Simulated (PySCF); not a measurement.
sulfur tetrafluoride (F₄S), SMILES FS(F)(F)F. Atoms are numbered in the order given.

```xyz
5

F      1.2204     0.0000    -0.6181
S      0.0000     0.0000     0.3866
F      0.0000     1.6541     0.2744
F      0.0000    -1.6541     0.2744
F     -1.2204     0.0000    -0.6181
```

The structure is a stationary point at PBE0-D3(BJ)/def2-SVP.

Two levels are set side by side: PBE/pcSseg-2 (PySCF) and KT2/pcSseg-2 (PySCF). GIAO shifts against CFCl3 (¹⁹F), H2S (³³S) at the same level; non-relativistic, no solvent, atoms listed together averaged. Differences are taken from unrounded values.

```tsv
quantity	PBE
δ(³³S) of S2 (ppm)	754.4
```

### Question
These are the PBE values. What does KT2 give? (An estimate is asked for; the answer gives what the named calculation found.)

### Answer

| quantity | KT2 | PBE minus KT2 |
|---|---|---|
| δ(³³S) of S2 (ppm) | 720.3 | 34.1 |

Rough cost on one machine, each run with all the roots and properties that it gave: KT2 against PBE within a factor of 2.
